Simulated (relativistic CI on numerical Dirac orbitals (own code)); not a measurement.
## What each ingredient does to the levels of Rh27+

Base calculation: Dirac-Coulomb-Breit CI, orbitals from a KLI potential per configuration, a model potential for QED, unscaled Slater integrals.

Configurations in the expansion (outside the closed core [Ne]): 3s²3p⁶, 3s²3p⁵3d, 3s3p⁶3d, 3s²3p⁵4s, 3s²3p⁵4p, 3s²3p⁵4d, 3s3p⁶4s, 3p⁶3d4p, 3p⁶3d², 3p⁵3d³, 3p⁵3d²4s, 3p⁵3d²4p, 3p⁵3d²4d, 3p⁶3d4s, 3p⁵3d4s², 3p⁵3d4s4p, 3p⁵3d4s4d. Double excitations out of closed p, d and f shells are left out; levels of such configurations are missing from the list, as are those of other unlisted configurations, and high levels can miss mixing partners.

Variants: (1) non-relativistic limit; (2) only the first 3 configurations. Shifts of the energy above 3s²3p⁶ ¹S0, in eV, for the lowest level and the first level of each name with at least 55 % of one term (blank where a level changes its place among those of its configuration and J or its character, or is not in the variant):

```tsv
Level	Base	Δ(1)	Δ(2)
3s²3p⁶ ¹S0	0.000	0.000	0.000
3s²3p⁵3d ³P°0	121.913	-2.085	-0.065
3s²3p⁵3d ³P°1	125.240	-5.412	-0.064
3s²3p⁵3d ³F°3	130.513	-5.618	-0.069
3s²3p⁵3d ³F°4	133.602	-8.708	-0.067
3s²3p⁵3d ³D°3	142.781	-8.775	-0.069
3s²3p⁵3d ³D°1	152.152	-18.147	-0.064
3s²3p⁵3d ³F°2	161.321		-0.069
3s²3p⁵3d ¹P°1	192.306	-22.123	-0.029
3s3p⁶3d ³D1	265.654	-39.516	-0.244
3s3p⁶3d ³D2	267.491	-41.354	-0.222
3s3p⁶3d ³D3	272.394	-46.256	-0.242
3s3p⁶3d ¹D2	281.741	-44.971	+0.114
3p⁶3d² ³F2	539.351	-80.471
```

At this charge energies of transitions that change n are usually good to better than 1 %, and those within a shell (Δn = 0) to a few per cent.

Ionisation energy from the two ground configurations alone: base 1544.16 eV. The NIST ASD value (semi-empirical) is 1544 eV.

LS names give the leading component of a level, which can be under half, so a name can repeat, a term be missing and a line seem to break the LS rules.
